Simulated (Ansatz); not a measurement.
H2BOS, SMILES `O[B-]S` (excited triplet; H–O–B–S torsion 15°, O–B–S–H torsion 98°) (charge -1, multiplicity 3). This triplet is an excited state, 1.45 eV above the relaxed singlet at the level frozen-core CCSD(T)/aug-cc-pVTZ // B3LYP-D3(BJ)/def2-TZVPD (Ansatz, an electronic-structure program).

Cartesian coordinates (Å):
SMILES: [B-](O)S
```xyz
5

O     -1.5152     0.1483    -0.2952
B     -0.2537     0.7489    -0.2068
S      1.2281     0.1567     0.5892
H     -1.5849    -0.5721     0.3515
H      2.1256    -0.4819    -0.4387
```
Charge -1, spin multiplicity 3.

Frozen-core energies in aug-cc-pVDZ from Ansatz at a geometry from B3LYP-D3(BJ)/def2-TZVPD; the HF reference has <S^2> = 2.03 and the T1 diagnostic is 0.028.

```csv
level,energy (Ha)
HF,-498.22337
MP2,-498.65411
CCSD,-498.67986
```

**Question.** Estimate the energies of CCSD(T), CCSDT and CCSDT(Q), and give each level's difference from CCSDT(Q).

**Answer.** 
| level | energy (Ha) | difference from CCSDT(Q) (mHa) |
|---|---|---|
| MP2 | -498.65411 | 45.96 |
| CCSD | -498.67986 | 20.21 |
| CCSD(T) | -498.69735 | 2.72 |
| CCSDT | -498.69859 | 1.48 |
| CCSDT(Q) | -498.70007 | 0.00 |
